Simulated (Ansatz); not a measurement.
Consider the ligand exchange at the Al–C bond: `[CH3][Al]([Br])[Br]` + H₂S → `[SH][Al]([Br])[Br]` + CH₄.

Calculated with Ansatz (gas phase, PBE0-D4/def2-TZVP geometries, no zero-point term in ΔE). CCSD(T)/CBS is the MP2 limit (def2-TZVPP, def2-QZVPP) plus CCSD(T) − MP2 in def2-TZVPP, frozen cores. This one scheme is used for every species. DFT in def2-TZVPP. For Br outer-core shells are correlated without core-valence functions, which leaves a few kJ/mol of doubt a bond. Scalar relativity is left out up to krypton. One conformer a species, not always the lowest.

```tsv
species	PBE-QIDH energy (Eh)
`[CH3][Al]([Br])[Br]`	-5429.36087
H₂S	-399.17744
`[SH][Al]([Br])[Br]`	-5788.10950
CH₄	-40.47140
```

Question: Work out ΔE.

Answer: ΔE = (-5788.10950) + (-40.47140) − (-5429.36087) − (-399.17744) = -0.04259 Eh = -111.8 kJ/mol. CCSD(T)/CBS gives -109.9 kJ/mol.

Largest T1 diagnostic among the species: 0.009.

Leaving LDA and LC-ωPBE aside and taking each functional with its dispersion term where it has one, the values, not all of them listed here, spread over 6.6 kJ/mol, from r2SCAN0-D4 to ωB97M-V. LDA lies +3.2 kJ/mol from PBE without D4. From BLYP to BHLYP (50 % exact exchange), in def2-TZVPP and without D4, ΔE moves by −4.0 kJ/mol.
